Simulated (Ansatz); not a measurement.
A calculation with Ansatz (development build ahead of 0.2.0).

```yaml
crystal:
  periodic: [false, false, false]
  atoms:
    - { symbol: C, position_ang: [0.0, 0.0, -1.51118] }
    - { symbol: Br, position_ang: [0.0, 0.0, 0.41832] }
    - { symbol: H, position_ang: [0.0, -1.03946, -1.85799] }
    - { symbol: H, position_ang: [-0.9002, 0.51973, -1.85799] }
    - { symbol: H, position_ang: [0.9002, 0.51973, -1.85799] }
basis:
  gaussian: { orbitals: cc-pVTZ }
hamiltonian:
  xc: hf
correlation:
  method: mp2
  frozen_orbitals: { Br: 9, C: 1, H: 0 }
```

The input is written out in the form of the current development build from the run's settings.

The run gave:

```
Converged                       : yes
Reference energy                : -2612.09156 hartree
Correlation energy              : -0.40933 hartree
Total energy                    : -2612.50089 hartree
Spin squared of the determinant : 0.000
```
